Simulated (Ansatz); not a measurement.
Total energies of Si4Ge⁻ from Ansatz at PBE-D4/def2-TZVPD, gas phase (1 Eh = 27.2114 eV = 2625.5 kJ/mol). The reference geometry is relaxed at B3LYP-D4/def2-SVPD.

```csv
atom,x (Å),y (Å),z (Å)
Si1,-1.376,0.475,-0.713
Si2,1.244,1.031,0.127
Si3,0.107,-1.482,0.648
Si4,-0.607,0.587,1.505
Ge5,0.632,-0.611,-1.567
```

```tsv
state	geometry	energy (Eh)
charge -1 doublet	reference	-3234.19969
charge 0 triplet	reference	-3234.08413
charge -1 quartet	relaxed at B3LYP-D4/def2-SVPD	-3234.15754
```

Question: Work out the vertical ionisation energy to the triplet.

Answer: E(charge 0 triplet) − E(charge -1 doublet) = -3234.08413 − (-3234.19969) = 0.11556 Eh = 3.14 eV. For comparison, −ε of the highest occupied level of the spin that leaves is 0.93 eV at this level, 2.21 eV less.

Question: Which of the charge -1 states is lowest, and how far above it are the others?

Answer: The doublet. quartet: -3234.15754 − (-3234.19969) = 0.04215 Eh = 110.7 kJ/mol.

The structure comes from a short search, and lower isomers may exist.
